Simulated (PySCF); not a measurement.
SbI3, SMILES [I][Sb]([I])[I].

Geometry optimised at PBE-D3(BJ)/def2-SVP. The isomer is the one that the SMILES or the coordinates give; other isomers of the formula were not compared. The def2 effective core potentials stand for the cores of I, Sb; spin–orbit coupling is left out.

Calculation: TDDFT-LC-ωPBE/def2-SVPD in PySCF.

Vertical excitations; the highest root listed may be one member of a degenerate set. The molecule is in vacuum. State labels are in the subgroup Cs.

Computed UV-visible absorptions:
```tsv
state	symmetry	energy (eV)	λ (nm)	f	main pairs
S1	A'	3.76	330	0.024	HOMO→LUMO 88 %
S2	A"	3.95	314	0.000	HOMO−1→LUMO 78 %
S3	A'	3.96	313	0.000	HOMO−3→LUMO, HOMO→LUMO+2 (degenerate set)
S4	A"	3.96	313	0.000	HOMO−2→LUMO, HOMO→LUMO+1 (degenerate set)
S5	A'	4.25	292	0.011	HOMO−5→LUMO, HOMO−1→LUMO+1, HOMO−2→LUMO+1, HOMO−3→LUMO+2 (degenerate set)
S6	A"	4.25	292	0.011	HOMO−4→LUMO, HOMO−1→LUMO+2, HOMO−3→LUMO+1, HOMO−2→LUMO+2 (degenerate set)
S7	A'	4.69	264	0.002	HOMO−2→LUMO+1 37 %, HOMO−3→LUMO+2 37 %, HOMO−6→LUMO 10 %, HOMO→LUMO 9 %
S8	A'	4.77	260	0.130	HOMO→LUMO+2, HOMO−3→LUMO (degenerate set)
S9	A"	4.77	260	0.130	HOMO→LUMO+1, HOMO−2→LUMO (degenerate set)
S10	A"	5.16	240	0.000	HOMO−2→LUMO+2 42 %, HOMO−3→LUMO+1 42 %, HOMO−1→LUMO 12 %
T1	A'	3.08	402	0	HOMO→LUMO 88 %
T2	A'	3.38	367	0	HOMO→LUMO+2, HOMO−3→LUMO (degenerate set)
T3	A"	3.38	367	0	HOMO→LUMO+1, HOMO−2→LUMO (degenerate set)
T4	A"	3.52	352	0	HOMO−1→LUMO 69 %
```
Triplets are in the Tamm–Dancoff approximation, which puts them higher than full response would, so one can lie above its singlet here.
